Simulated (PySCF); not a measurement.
Computed IR spectrum (relative IR intensity) of a molecule C₃H₉NSi. Coordinates come from a PBE0-D3(BJ)/def2-SVP optimisation. One conformer was computed; it need not be the lowest. Computed with PBE0-D3(BJ)/def2-SVP (PySCF). Frequencies are harmonic and unscaled.

```tsv
ν (cm⁻¹)	relative intensity
120	15
137	8.8
243	66
266	5.9
321	49
450	2.4
565	2.3
639	6.3
660	24
697	8.7
803	55
826	19
871	12
896	31
907	49
960	3.9
965	88
980	5.0
1155	33
1406	5.7
1427	5.2
1538	37
2217	100
3059	27
3072	9.5
3074	4.3
3114	13
3153	9.3
3156	8.2
3631	26
3735	26
```

**Question.** Which structure fits?
A. C/C=N/C[SiH3]
B. CC/C=N\[SiH3]
C. C[Si]N(C)C
D. N[SiH]1CCC1

**Answer.** D, N[SiH]1CCC1
